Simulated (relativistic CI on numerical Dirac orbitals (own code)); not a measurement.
**Electric-dipole transitions in Cu XIX**

Computed by Dirac-Coulomb-Breit CI, KLI orbitals optimised for each configuration, model QED, unscaled Slater integrals (own radial code, finite nucleus).

CI space (outside the closed core [Ne]): 3s, 3p, 3d, 4s, 4p, 4d, 4f, 5s, 5p, 5d, 5f, 5g, 6s, 6p, 6d. Levels of other configurations are missing.

```
λ vac (nm)           Lower           Upper   A (s⁻¹)        gf  Branching (%)
    2.9324   3p ²P°3/2 [3]   5d ²D5/2 [17]  5.00e+11  3.87e-01           75.4
    3.3328    3d ²D3/2 [4]  5f ²F°5/2 [18]  6.96e+11  6.96e-01           64.7
    3.3385    3d ²D5/2 [5]  5f ²F°7/2 [19]  7.43e+11  9.93e-01           69.2
    3.7326    3s ²S1/2 [1]   4p ²P°3/2 [8]  3.64e+11  3.04e-01           73.9
    3.9780   3p ²P°1/2 [2]    4d ²D3/2 [9]  7.01e+11  6.65e-01           82.5
    4.0321   3p ²P°3/2 [3]   4d ²D5/2 [10]  8.54e+11  1.25e+00           99.5
    4.7457    3d ²D3/2 [4]  4f ²F°5/2 [11]  1.85e+12  3.74e+00           93.3
    4.7562    3d ²D5/2 [5]  4f ²F°7/2 [12]  1.97e+12  5.35e+00          100.0
    9.0054   4p ²P°1/2 [7]   5d ²D3/2 [16]  1.21e+11  5.89e-01           18.3
    9.1114   4p ²P°3/2 [8]   5d ²D5/2 [17]  1.50e+11  1.12e+00           22.6
    10.313    4d ²D3/2 [9]  5f ²F°5/2 [18]  3.09e+11  2.95e+00           28.7
    10.335   4d ²D5/2 [10]  5f ²F°7/2 [19]  3.31e+11  4.23e+00           30.8
    11.144  4f ²F°5/2 [11]   5g ²G7/2 [20]  5.39e+11  8.02e+00           96.3
    11.152  4f ²F°7/2 [12]   5g ²G9/2 [21]  5.58e+11  1.04e+01           99.9
    17.161  5p ²P°3/2 [15]   6d ²D5/2 [26]  4.04e+10  1.07e+00            8.7
    20.707   3p ²P°1/2 [2]    3d ²D3/2 [4]  1.98e+10  5.09e-01           86.3
    21.926   5d ²D5/2 [17]  6p ²P°3/2 [24]  2.62e+10  7.55e-01            8.7
    22.112   3p ²P°3/2 [3]    3d ²D5/2 [5]  1.96e+10  8.60e-01          100.0
    27.285    3s ²S1/2 [1]   3p ²P°3/2 [3]  1.10e+10  4.92e-01          100.0
    55.808   4p ²P°1/2 [7]    4d ²D3/2 [9]  4.35e+09  8.12e-01            0.5
    59.714   4p ²P°3/2 [8]   4d ²D5/2 [10]  4.27e+09  1.37e+00            0.5
    68.178    4s ²S1/2 [6]   4p ²P°3/2 [8]  2.54e+09  7.08e-01            0.5
    115.15  5p ²P°1/2 [14]   5d ²D3/2 [16]  1.37e+09  1.09e+00            0.2
    123.27  5p ²P°3/2 [15]   5d ²D5/2 [17]  1.34e+09  1.83e+00            0.2
    133.87   4d ²D5/2 [10]  4f ²F°7/2 [12]  2.61e+08  5.60e-01            0.0
    137.55   5s ²S1/2 [13]  5p ²P°3/2 [15]  8.10e+08  9.19e-01            0.2
    205.17  6p ²P°1/2 [23]   6d ²D3/2 [25]  5.32e+08  1.34e+00            0.1
    219.67  6p ²P°3/2 [24]   6d ²D5/2 [26]  5.23e+08  2.27e+00            0.1
    242.92   6s ²S1/2 [22]  6p ²P°3/2 [24]  3.18e+08  1.12e+00            0.1
    266.64   5d ²D5/2 [17]  5f ²F°7/2 [19]  1.17e+08  9.95e-01            0.0
```

Terms are leading LS components. Brackets give the number of a level in order of energy, since labels repeat. The list gives strong lines, with weight on those to low levels, without lines whose two gauges differ by over a factor of 2.5. Levels whose partners in the same complex of configurations lie outside the list can be far off, and so can their lines. Rates are taken at the computed energies, electric ones in the length gauge.

At this charge energies of transitions that change n are usually good to better than 1 %, and those within a shell (Δn = 0) to a few per cent.

Q: From the table, what is the radiative lifetime of 5d ²D5/2?

A: The listed rates from this level add up to about 6.52e+11 s⁻¹, 98 % of its decay; with all channels τ = 1.51e-12 s.
